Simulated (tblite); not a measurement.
Species: C5H11OP.
Numbering: `[CH3:1][C:2](=[O:3])[CH2:4][P:5]([CH3:6])[CH3:7]` (hydrogens: H8, H9, H10 on C1; H11, H12 on C4; H13, H14, H15 on C6; H16, H17, H18 on C7)

Geometry (GFN2-xTB, Å), atoms numbered from 1 in this order:
```
atom  x, y, z in Å
C1     2.597   -0.219    0.388
C2     1.618    0.061   -0.721
O3     1.824    0.866   -1.596
C4     0.335   -0.710   -0.623
P5    -0.659   -0.044    0.828
C6    -2.250   -0.905    0.440
C7    -1.074    1.611    0.122
H8     3.466    0.428    0.300
H9     2.913   -1.259    0.350
H10    2.102   -0.053    1.345
H11    0.529   -1.762   -0.410
H12   -0.242   -0.612   -1.546
H13   -3.020   -0.529    1.111
H14   -2.555   -0.735   -0.592
H15   -2.134   -1.972    0.616
H16   -0.175    2.223    0.090
H17   -1.802    2.097    0.770
H18   -1.482    1.521   -0.884
```

All values are computed: GFN2-xTB (tblite) harmonic vibrations without scaling, gas phase. Against measured fundamentals such values can be off by several per cent, at times by over 20. One conformer, not necessarily the lowest.

Harmonic wavenumbers (cm⁻¹): 31.1, 63.3, 108.5, 132.2, 156.7, 185.4, 224.2, 251.0, 305.7, 392.1, 497.0, 541.0, 687.1, 721.5, 743.6, 801.5, 826.2, 846.9, 874.0, 905.3, 934.4, 973.1, 995.7, 1090.1, 1159.4, 1196.1, 1319.4, 1323.1, 1364.8, 1411.9, 1433.8, 1444.0, 1444.5, 1450.2, 1457.0, 1459.1, 1759.6, 2952.2, 2967.0, 2987.7, 2992.8, 3003.7, 3009.5, 3014.5, 3019.3, 3022.5, 3030.3, 3057.2.

A = 3664, B = 1323, C = 1212 MHz; mass 118.055 u (most abundant isotopes); point group C1, symmetry number 1.

**Question.** What is the zero-point energy?

**Answer.** ½Σν̃ = 32284 cm⁻¹ = 92.30 kcal/mol.

**Question.** Give the ideal-gas entropy at 200 K and 1 bar in the rigid-rotor, harmonic-oscillator model (classical rotation).

**Answer.** Translation 38.26, rotation 27.20, vibration 21.10: S = 86.6 cal/(mol K).

**Question.** And Cp and H(200 K) − H(0)?

**Answer.** Cp = 28.29 cal/(mol K), of which vibrations give 20.34 (their classical limit is 48 R = 95.4); H(200 K) − H(0) = 3.79 kcal/mol without the zero-point energy, 2.20 from vibrations.

**Question.** What must be added to the electronic energy to get the Gibbs energy at 200 K and 1 bar?

**Answer.** ZPE + [H(200 K) − H(0)] − T·S = 92.30 + 3.79 − 17.31 = 78.78 kcal/mol.

**Question.** How do the functions run with temperature in this model?

**Answer.** 
| T (K) | S (cal/(mol K)) | Cp (cal/(mol K)) | H − H(0) (kcal/mol) | G − H(0) (kcal/mol) | ln q(vib) |
| --- | --- | --- | --- | --- | --- |
| 50 | 58.6 | 13.9 | 0.53 | -2.40 | 0.79 |
| 100 | 70.2 | 19.8 | 1.38 | -5.64 | 2.20 |
| 298.15 | 99.4 | 36.9 | 6.99 | -22.66 | 7.71 |
| 373.15 | 108.5 | 43.5 | 10.01 | -30.46 | 9.64 |
| 500 | 122.6 | 53.2 | 16.17 | -45.13 | 12.81 |
| 750 | 147.0 | 67.1 | 31.33 | -78.91 | 18.72 |
| 1000 | 167.7 | 76.6 | 49.37 | -118.32 | 24.16 |

q(vib) and H(0) count from the zero-point level.

**Question.** Blend soft modes into free rotors: weight 1/[1 + (100 cm⁻¹/ν̃)⁴] for the oscillator and the rest for a rotor with moment μB/(μ + B), μ = h/(8π²ν), B = 10⁻⁴⁴ kg m². What vibrational entropy results?

**Answer.** 19.22 cal/(mol K) in place of 21.10, which changes −T·S at 200 K by +0.38 kcal/mol.

Hindered rotation and anharmonicity are outside this model. Other conformers, if any are populated, would add a mixing term that is left out. The structure is chiral; the term R ln 2 for an equal mix with its mirror image is left out.
